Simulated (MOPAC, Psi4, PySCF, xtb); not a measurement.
Two geometries of C₅H₈AlNO, singlet, relaxed at B3LYP-D3(BJ)/def2-SVP with one dihedral held; other torsions can differ between them too.

Structure A

```
16

Al    -2.2440     1.0642    -0.2019
H     -3.1518    -0.2402    -0.4069
H     -2.1882     2.1307    -1.3978
O     -2.0833     1.7166     1.4138
H     -2.5275     2.5180     1.7026
C      2.1094    -0.9951    -0.0552
C      1.0520    -1.6586    -0.6820
C     -0.1942    -1.0388    -0.7241
N     -0.3993     0.1770    -0.1945
C      0.6050     0.8103     0.4351
C      1.8805     0.2583     0.5172
H      3.0991    -1.4549    -0.0045
H      1.1838    -2.6463    -1.1263
H     -1.0647    -1.5113    -1.1865
H      0.3357     1.7612     0.9004
H      2.6748     0.8013     1.0317
```

Structure B

```
16

Al    -2.2256     0.8923    -0.1075
H     -1.9034     2.3612    -0.6602
H     -2.6731     0.7795     1.4266
O     -2.8764    -0.2796    -1.2359
H     -3.7696    -0.2704    -1.5864
C      2.1343    -1.1504    -0.0664
C      1.1023    -1.6824    -0.8409
C     -0.1451    -1.0610    -0.8219
N     -0.3728     0.0340    -0.0755
C      0.6148     0.5516     0.6723
C      1.8863    -0.0115     0.7053
H      3.1224    -1.6165    -0.0627
H      1.2552    -2.5700    -1.4569
H     -1.0097    -1.4058    -1.3963
H      0.3647     1.4424     1.2551
H      2.6643     0.4371     1.3247
```

Task: Which is lower in energy at the level wB97M-V/def2-TZVP // B3LYP-D3(BJ)/def2-SVP (Psi4 1.11), and by how much?

Result: B is lower, by 1.48 kJ/mol (dihedral C8–N9–Al1–O4: 140° in A, 0° in B).

E(B) − E(A) in kJ/mol at the other levels, on the same two geometries: B3LYP/def2-TZVP // B3LYP-D3(BJ)/def2-SVP (Psi4) -2.10; B3LYP-D3(BJ)/def2-TZVP // B3LYP-D3(BJ)/def2-SVP (Psi4) -2.11; PBE/def2-TZVP // B3LYP-D3(BJ)/def2-SVP (Psi4) -2.28; PBE-D3(BJ)/def2-TZVP // B3LYP-D3(BJ)/def2-SVP (Psi4) -2.28; AM1, restricted, heats of formation // B3LYP-D3(BJ)/def2-SVP (MOPAC) 0.63; PM6, restricted, heats of formation // B3LYP-D3(BJ)/def2-SVP (MOPAC) -2.04; GFN1-xTB // B3LYP-D3(BJ)/def2-SVP (xtb) -2.96; restricted B3LYP/6-31G*, spherical d, density fitting // B3LYP-D3(BJ)/def2-SVP (PySCF) -1.76; restricted B3LYP/3-21G, density fitting // B3LYP-D3(BJ)/def2-SVP (PySCF) -8.83; restricted LDA (SVWN5)/6-31G*, spherical d, density fitting // B3LYP-D3(BJ)/def2-SVP (PySCF) -3.96; restricted Hartree-Fock/3-21G, density fitting // B3LYP-D3(BJ)/def2-SVP (PySCF) -8.95.
